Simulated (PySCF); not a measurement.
**[DyH3(NH3)]−: from a saddle point downhill**

PySCF 2.14.0, RKS PBE0, Dy lcecp-0-SVP with ECP56, H def2-SVP, N def2-SVP; non-relativistic Hamiltonian with scalar-relativistic core potentials where named; density fitting; no spin-orbit coupling. Relaxed within the symmetry of its start, the geometry (C3v) is

```xyz
8

Dy    0.1455   -0.1455    0.1455
H     1.1364    1.7066    1.1364
H    -1.7066   -1.1364    1.1364
H     1.1364   -1.1364   -1.7066
N    -1.3967    1.3967   -1.3967
H    -1.9952    1.9952   -0.8299
H    -0.8299    1.9952   -1.9952
H    -1.9952    0.8299   -1.9952
```

and its lowest harmonic modes are -88, -88, 53, 212, 320, 375 cm⁻¹ (negative: unstable). It was moved along the lowest mode and relaxed again.

Problem. Where does it end, and how much lower?

Solution. In C1, 0.116 eV lower, after 39 steps:
```xyz
8

Dy    0.0478    0.0987    0.3283
H     1.2091    1.5611    1.6666
H    -1.2169   -1.5787    1.2630
H     0.6928   -0.1293   -1.9550
N    -1.4857    1.3683   -1.4597
H    -1.4691    2.3549   -1.7128
H    -0.7277    0.8841   -2.0033
H    -2.3777    0.9851   -1.7713
```

Problem. How do the contacts change?

Solution. 
| contact | saddle (Å) | end (Å) |
| --- | --- | --- |
| Dy1–H2 (H) | 2.323 | 2.297 |
| Dy1–H3 (H) | 2.323 | 2.299 |
| Dy1–H4 (H) | 2.323 | 2.384 |
| Dy1–N5 (NH3) | 2.671 | 2.676 |
| Dy1–H7 (NH3) | 3.181 | 2.580 |


Problem. Is the end a minimum?

Solution. Yes; lowest modes 91, 202, 242, 256, 321, 397 cm⁻¹.

An lcecp potential fixes the number of 4f electrons, so in runs with it no electron can move into or out of that shell; real Dy(II) is rare or takes another configuration.

State: singlet in the valence, with the 4f electrons in the core potential.
